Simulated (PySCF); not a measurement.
**Polarisability and C₆ of Tc (technetium, neutral)**

[Kr] 4d7, high-spin 4F determinant (an excited configuration). All numbers are calculated (PySCF 2.14, no relativity, point nucleus, in dyall-av2z). Coupled (time-dependent) response in atomic units; α is the mean over directions. A double-zeta set is small for polarisabilities.

```tsv
method	mean α (bohr³)	α xx, yy, zz	C₆ (like pair)	S(−4)
revPBE	54.03	53.73, 53.73, 54.63	335.5	7379
```

S(−4) is the Cauchy moment in α(ω) = α(0) + S(−4) ω² + …

Spin-orbit coupling is absent.

α(iu) at revPBE:

| u (hartree) | α(iu) (bohr³) |
| --- | --- |
| 0 | 54.03 |
| 0.0500 | 42.45 |
| 0.100 | 30.12 |
| 0.200 | 18.88 |
| 0.300 | 14.49 |
| 0.500 | 10.43 |
| 0.750 | 7.583 |
| 1.00 | 5.710 |
| 1.50 | 3.508 |
| 2.00 | 2.351 |
| 3.00 | 1.257 |
| 5.00 | 0.5278 |

A single London oscillator, α(iu) = α/(1 + u²/ω²), gives C₆ = (3/4) ω α². Matching the computed C₆ needs ω = 4 × 335.5 / (3 × 54.03²) = 0.153 hartree.

The components differ because the open shell of this determinant is not spherical; for a pure term their mean is the scalar polarisability.

A non-relativistic calculation at this Z misses sizeable relativistic shifts.
